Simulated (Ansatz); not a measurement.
Molecule: sum formula SiN₃H₇ (charge 0, singlet). 
Geometry from a B3LYP-D3(BJ)/def2-TZVP (Ansatz, a quantum-chemistry and plane-wave program) optimisation:
```
Si
N 1 1.7144
H 2 1.0068 1 120.49
H 2 1.0068 3 112.22 1 151.22
N 1 1.7197 2 104.06 3 -170.43
H 5 1.0073 1 120.48 2 -158.39
H 5 1.0081 6 111.59 1 152.24
N 1 1.7197 2 104.06 3 -40.71
H 8 1.0073 1 120.48 2 158.39
H 8 1.0081 9 111.59 1 -152.24
H 1 1.4848 2 119.94 3 74.43
```
Charge 0, spin multiplicity 1.

Property: atomisation energy (electronic, to ground-state atoms), in kcal/mol. Correlated levels leave the core frozen unless marked. UHF or UKS for open shells. Spin-orbit coupling is left out. No relativistic terms. The coupled-cluster limit lacks core correlation, which all-electron functionals hold. CBS(X,Y): correlation extrapolated as X^-3; Hartree-Fock from the larger set.

| level | program | atomisation energy (kcal/mol) |
|---|---|---|
| PBE-D3(BJ)/def2-TZVPD | Ansatz + dftd3 | 928.3 |
| B3LYP-D3(BJ)/def2-TZVPD | Ansatz + dftd3 | 922.1 |
| B3LYP-D4/def2-TZVPD | Ansatz + dftd4 | 921.3 |
| BHLYP-D3(BJ)/def2-TZVPD | Ansatz + dftd3 | ? |
| LC-wPBE-D4/def2-TZVPD | Ansatz + dftd4 | 914.7 |
| B2GP-PLYP-D3(BJ)/def2-TZVPD | Ansatz + dftd3 | 903.2 |
| B2GP-PLYP-D4/def2-TZVPD | Ansatz + dftd4 | 902.0 |
| B2GP-PLYP/def2-TZVPD | Ansatz | 900.0 |
| SCS-MP2/cc-pV(D+d)Z | Ansatz | 821.2 |
| CCSD(T)/CBS(aug-cc-pV(T+d)Z,aug-cc-pV(Q+d)Z) | Ansatz | 918.9 |

Complete the blanks.


- BHLYP-D3(BJ)/def2-TZVPD, atomisation energy (kcal/mol): 893.0
